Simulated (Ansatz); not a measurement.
Li₇Sn⁺. The state is a triplet with charge 1. Geometry PBE0-D4/def2-TZVP, that of the neutral doublet; atoms count from 1.

```xyz
8

Li   -0.981   -0.512   -1.303
Li    2.387   -0.711   -1.253
Li   -1.797    0.286    1.282
Li   -3.675    1.153   -1.166
Li   -0.728    2.220   -0.589
Li    0.909   -2.311    0.824
Li    3.109   -0.468    1.622
Sn    0.775    0.343    0.583
```

In the def2 sets Sn takes a core potential; there is no spin–orbit coupling. At PBE0-D4/def2-TZVP a singlet of charge 1 lies 0.92 eV below the triplet at the same geometry. The structure comes from a short search, and lower isomers may exist.

(1) Estimate the Mulliken populations from the PBE0/def2-TZVP orbitals of Ansatz.

(2) Where does the spin sit?

(3) And the Mayer bond orders between bonded heavy atoms (over 0.3)?

Answers

(1) 
```json
{"atom": "Li1", "charge (e)": "0.22", "spin (α − β)": "0.03"}
{"atom": "Li2", "charge (e)": "0.36", "spin (α − β)": "0.24"}
{"atom": "Li3", "charge (e)": "0.30", "spin (α − β)": "0.12"}
{"atom": "Li4", "charge (e)": "0.20", "spin (α − β)": "0.61"}
{"atom": "Li5", "charge (e)": "0.28", "spin (α − β)": "0.19"}
{"atom": "Li6", "charge (e)": "0.36", "spin (α − β)": "0.24"}
{"atom": "Li7", "charge (e)": "0.35", "spin (α − β)": "0.39"}
{"atom": "Sn8", "charge (e)": "-1.07", "spin (α − β)": "0.18"}
```
Mulliken values and Mayer orders depend strongly on the basis.

(2) Summed by element: Li 1.82, Sn 0.18, of 2 unpaired in all. Largest on single atoms: Li4 0.61, Li7 0.39, Li2 0.24.

(3) Li1–Sn8 0.58 (2.72 Å); Li2–Sn8 0.46 (2.66 Å); Li3–Sn8 0.52 (2.67 Å); Li5–Sn8 0.50 (2.68 Å); Li6–Sn8 0.44 (2.67 Å); Li7–Sn8 0.38 (2.68 Å).
